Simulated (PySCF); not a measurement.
A geometry optimisation, step by step.

Species: C₄H₆BrCl.
Atom-mapped SMILES: `[CH3:1]/[C:2]([Cl:3])=[CH:4]/[CH2:5][Br:6]` (hydrogens: H7, H8, H9 on C1; H10 on C4; H11, H12 on C5)

Method: PBE0-D3(BJ)/def2-SVP geometry optimisation, gas phase (PySCF); density fitting, grid level 1; the optimiser is geomeTRIC in internal coordinates, started from a GFN2-xTB structure. The frame can shift and turn from step to step; on so coarse a grid that alone can change the energy by a few meV, and forces under 0.02 eV/Å are noise.

Step 0: E = -86782.0776 eV, largest atomic force 0.861 eV/Å
```
atom  x, y, z in Å  |  force x, y, z in eV/Å
C1      1.987   -0.006   -0.084   -0.419  -0.067   0.153
C2      0.567   -0.212    0.313    0.579  -0.125   0.129
Cl3     0.380   -0.918    1.889   -0.006  -0.034   0.139
C4     -0.488    0.086   -0.438   -0.849  -0.006   0.144
C5     -1.905   -0.093   -0.049    0.178   0.443  -0.041
Br6    -2.769    1.667    0.211    0.044  -0.183  -0.029
H7      2.046    0.426   -1.079    0.028   0.164  -0.380
H8      2.524   -0.953   -0.071    0.243  -0.336   0.004
H9      2.477    0.663    0.623    0.231   0.239   0.257
H10    -0.317    0.538   -1.405    0.202   0.163  -0.419
H11    -2.486   -0.578   -0.832   -0.193  -0.106  -0.174
H12    -2.016   -0.620    0.896   -0.038  -0.152   0.216
```

Step 1: E = -86782.1000 eV, largest atomic force 0.142 eV/Å
```
atom  x, y, z in Å  |  force x, y, z in eV/Å
C1      2.337   -0.490    0.261    0.091  -0.001  -0.022
C2      0.921   -0.713    0.656   -0.075   0.012   0.065
Cl3     0.744   -1.406    2.249    0.002   0.011  -0.053
C4     -0.153   -0.423   -0.091    0.087   0.005  -0.073
C5     -1.563   -0.638    0.289   -0.087  -0.104   0.041
Br6    -2.477    1.061    0.638   -0.024   0.068   0.002
H7      2.395   -0.050   -0.745   -0.010  -0.011   0.021
H8      2.896   -1.440    0.268   -0.007   0.022  -0.001
H9      2.835    0.186    0.975   -0.017  -0.013  -0.013
H10     0.040    0.027   -1.071   -0.014  -0.020   0.048
H11    -2.145   -1.108   -0.517    0.042   0.019   0.033
H12    -1.658   -1.225    1.211    0.013   0.013  -0.048
```

Step 2: E = -86782.1006 eV, largest atomic force 0.030 eV/Å
```
atom  x, y, z in Å  |  force x, y, z in eV/Å
C1      2.338   -0.489    0.261    0.016  -0.006  -0.004
C2      0.920   -0.714    0.657   -0.013  -0.008   0.025
Cl3     0.742   -1.412    2.245    0.011   0.008  -0.011
C4     -0.153   -0.426   -0.092    0.009   0.004  -0.010
C5     -1.564   -0.639    0.291   -0.010  -0.011   0.000
Br6    -2.476    1.068    0.632    0.010  -0.011  -0.006
H7      2.394   -0.048   -0.743   -0.004   0.001   0.001
H8      2.899   -1.437    0.267   -0.004   0.001   0.001
H9      2.835    0.187    0.976   -0.005   0.002   0.000
H10     0.039    0.023   -1.071   -0.006   0.005   0.004
H11    -2.143   -1.110   -0.513   -0.004   0.008  -0.002
H12    -1.658   -1.224    1.213   -0.001   0.008   0.002
```

Step 3: E = -86782.1006 eV, largest atomic force 0.022 eV/Å
```
atom  x, y, z in Å  |  force x, y, z in eV/Å
C1      2.338   -0.489    0.261   -0.003   0.006  -0.011
C2      0.921   -0.714    0.659   -0.006  -0.011   0.018
Cl3     0.749   -1.412    2.247   -0.013   0.001  -0.002
C4     -0.153   -0.427   -0.089    0.007   0.002  -0.010
C5     -1.565   -0.640    0.290    0.016   0.001   0.009
Br6    -2.475    1.069    0.629    0.002  -0.003  -0.001
H7      2.392   -0.048   -0.743    0.002   0.002  -0.003
H8      2.900   -1.436    0.267   -0.002  -0.002   0.001
H9      2.834    0.188    0.975    0.000   0.003   0.001
H10     0.039    0.023   -1.068    0.000   0.005  -0.007
H11    -2.144   -1.109   -0.515   -0.002  -0.001  -0.004
H12    -1.663   -1.224    1.212    0.000  -0.001   0.009
```

Question: Summarise the path.

Answer: The energy falls by 0.0230 eV from step 0 to step 3; nine tenths of that is first reached at step 1. It never rises by more than 0.2 meV. The largest force goes from 0.861 to 0.022 eV/Å. Among the bonds C5–Br6 changes most (a near tie, within 0.001 Å, with another), from 1.978 to 1.965 Å; the atoms move by 0.031 Å rms after alignment.

Question: Follow the three bonds and two angles with the largest change from start to end.

Answer: 
| step | E above end (eV) | largest force (eV/Å) | C5–Br6 (Å) | C4–H10 (Å) | C1–H8 (Å) | C2–C4–H10 (°) | C5–C4–H10 (°) |
| --- | --- | --- | --- | --- | --- | --- | --- |
| 0 | 0.0230 | 0.861 | 1.978 | 1.081 | 1.089 | 118.3 | 115.9 |
| 1 | 0.0006 | 0.142 | 1.961 | 1.096 | 1.102 | 116.5 | 117.3 |
| 2 | 0.0000 | 0.030 | 1.965 | 1.095 | 1.101 | 116.6 | 117.3 |
| 3 | 0.0000 | 0.022 | 1.965 | 1.094 | 1.101 | 116.5 | 117.2 |

What follows is the cost of the whole optimisation. Time: 48 s; peak memory 0.55 GiB. Hardware: one thread of an Intel Xeon Platinum 8488C (shared host).
